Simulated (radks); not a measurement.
The numbers below are computed, except where a source is named.
All-electron atom: the molybdenum ion Mo11+ in [Ar] 3d10 4s2 4p1 (the NIST ground configuration). Code: a radial shooting solver on a logarithmic mesh with Libxc functionals. Model: Dirac Kohn-Sham, LB94 model potential, spin-unpolarised, spherical densities, finite nucleus; open shells fill j = l - 1/2 first; Fermi nuclear charge, rms radius 4.4091 fm.

Spin-orbit splittings of the eigenvalues, e(l+1/2) - e(l-1/2), with zeta = 2 splitting/(2l+1) and mean radii in bohr:

| shell | occ. | splitting (eV) | zeta (eV) | <r> j=l-1/2 | <r> j=l+1/2 |
|---|---|---|---|---|---|
| 2p | 6 | 108.1 | 72.09 | 0.1302 | 0.1348 |
| 3p | 6 | 17.87 | 11.92 | 0.4205 | 0.4308 |
| 3d | 10 | 3.475 | 1.390 | 0.4062 | 0.4095 |
| 4p | 1 | ? | ? | 1.024 | 1.042 |

Estimate the 4p splitting.

Answer. 3.936 eV (zeta = 2.624 eV).
